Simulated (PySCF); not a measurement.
CoF2, SMILES [F][Co+][F] (connectivity only; charge and spin as stated), charge +1, multiplicity 5.

The structure is a stationary point at ωB97X-D3(BJ)/def2-TZVP. The spin state was assumed, not searched.

Computed with ωB97X-D3(BJ)/def2-TZVP (PySCF).

Frequencies are harmonic and unscaled.

Modes within 1.5 cm⁻¹ of each other (mostly degenerate sets) share a row, with their intensities summed.

```json
[
 {"mode": "1–2", "ν (cm⁻¹)": "52", "IR (km/mol)": "92.8", "moving atoms (share of kinetic energy)": "F 61 %, Co 39 %"},
 {"mode": "3", "ν (cm⁻¹)": "738", "IR (km/mol)": "0.0", "moving atoms (share of kinetic energy)": "F 100 %"},
 {"mode": "4", "ν (cm⁻¹)": "913", "IR (km/mol)": "191.4", "moving atoms (share of kinetic energy)": "F 61 %, Co 39 %"}
]
```
